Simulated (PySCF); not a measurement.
C6H11As.
Structure used (PBE0-D3(BJ)/def2-SVP), in Å, numbered top down from 1:
```
atom  x, y, z in Å
C1     2.7245   -0.8612   -0.1154
C2     1.7234    0.0189   -0.1489
C3     0.2867   -0.2834    0.1447
C4    -0.6479    0.0324   -1.0286
C5    -2.0800   -0.1995   -0.5695
As6   -2.2143    0.5523    1.2649
C7    -0.2211    0.4909    1.3738
H8     3.7535   -0.5670   -0.3377
H9     2.5500   -1.9120    0.1393
H10    1.9397    1.0653   -0.4068
H11    0.1983   -1.3641    0.3588
H12   -0.5133    1.0884   -1.3248
H13   -0.3898   -0.5824   -1.9075
H14   -2.3047   -1.2759   -0.5008
H15   -2.8334    0.2542   -1.2293
H16   -2.2711    2.0034    0.7858
H17    0.1647    1.5216    1.3768
H18    0.1017    0.0158    2.3109
```

Method used: TDDFT PBE0/def2-SVPD, vertical, gas phase, core orbitals frozen in the response (PySCF). Relativistic effects, spin–orbit coupling among them, are left out although an element past zinc is present.

Kohn–Sham orbitals with the atoms that hold most of them (Löwdin shares over 4%, at most four atoms; ? is withheld):

```tsv
orbital	ε (eV)	atoms
LUMO+2	0.64	As6 27%, C2 12%, C7 10%, C1 9%
LUMO+1	0.33	As6 35%, H16 14%, C5 10%, C7 8%
LUMO	?	C1 27%, C2 24%, As6 15%, C7 5%
HOMO	-6.80	?
HOMO-1	-7.54	?
HOMO-2	-8.62	C5 27%, As6 26%, C7 16%, C4 5%
HOMO-3	-8.90	As6 25%, H16 19%, C7 16%, C3 9%
```

**Question.** Give the leading atoms of the HOMO-1.

**Answer.** C1 (bonded to C and 2 H) 33%; C2 (bonded to 2 C and H) 30%; As6 (bonded to 2 C and H) 7%; C3 (bonded to 3 C and H) 6%. By element: carbon 69% or more, arsenic 7%.

**Question.** Give the leading atoms of the HOMO.

**Answer.** As6 (bonded to 2 C and H) 57%; C7 (bonded to As, C and 2 H) 10%; C5 (bonded to As, C and 2 H) 8%; H16 (bonded to As) 6%. By element: arsenic 57%, carbon 18% or more, hydrogen 6% or more.

**Question.** What is the LUMO energy, and the HOMO–LUMO gap?

**Answer.** ε(LUMO) = 0.06 eV; the gap is 6.86 eV (0.2522 hartree).

**Question.** The HOMO–LUMO gap is 6.86 eV. Where does the response calculation put the lowest singlet, and from which orbitals?

**Answer.** S1 is at 5.91 eV (f = 0.090), 0.95 eV below the gap, made of HOMO→LUMO (70%), HOMO→LUMO+1 (22%). Without the coupling terms of the response equations the lowest excitation would equal the gap.

**Question.** Give energy, strength and leading configuration of S1, S2 and S5, and follow the Löwdin shares of the leading atoms from the occupied to the empty orbital.

**Answer.** 
- S1 (5.91 eV, f 0.090), HOMO→LUMO (70%): As6 57% → 15%, C7 10% → 5%, C1 at most 7% → 27%, C2 at most 7% → 24%
- S2 (6.03 eV, f 0.060), HOMO→LUMO+1 (74%): As6 57% → 35%, C7 10% → 8%, H16 6% → 14%
- S5 (6.95 eV, f 0.0057), HOMO-1→LUMO+1 (71%): C1 33% → at most 9%, C2 30% → at most 9%, As6 7% → 35%, H16 at most 6% → 14%

Löwdin shares depend on the basis, the more so with diffuse functions.

One conformer stands for the species.
